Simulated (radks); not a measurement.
Question: The sulfur anion S2-, [Ar], held by a Watson sphere: a shell of charge +2 at radius R that stands for the Madelung well of a crystal (potential energy -2/R inside, -2/r outside, in hartree with lengths in bohr). Method: non-relativistic Kohn-Sham, LDA (Slater exchange, Perdew-Wang correlation), spin-polarised, spherical densities, point nucleus; computed with a radial shooting solver on a logarithmic mesh with Libxc functionals. Response by self-consistent Sternheimer equations with the Hartree and adiabatic LDA kernel. The sphere does not respond.

R (bohr)  e(2p) (eV)  e(3s) (eV)  e(3p) (eV)  <r> 3p (bohr)  sum of <r^2> (bohr^2)  X-ray form factor at sin(theta)/lambda = 0.2 1/angstrom  alpha (bohr^3)
2.23         -153.30     -17.681      -8.076          2.129                  41.64                                                   11.387           26.61
3.05         -152.87     -15.551      -6.373          2.326                  49.08                                                   11.122           43.22
3.06         -152.86     -15.529      -6.353          2.328                  49.17                                                   11.120           43.47
3.38         -152.60     -14.870      -5.750          2.394                  51.90                                                   11.076           52.41
4.12         -151.93     -13.645      -4.551          2.527                  57.93                                                   11.038           79.73
4.54         -151.56     -13.098      -3.987          2.593                  61.26                                                   11.036           100.4

Estimate the row for R = 3.39 bohr.

Answer: e(2p) (eV) -152.59; e(3s) (eV) -14.851; e(3p) (eV) -5.732; <r> 3p (bohr) 2.396; sum of <r^2> (bohr^2) 51.98; X-ray form factor at sin(theta)/lambda = 0.2 1/angstrom 11.075; alpha (bohr^3) 52.72.
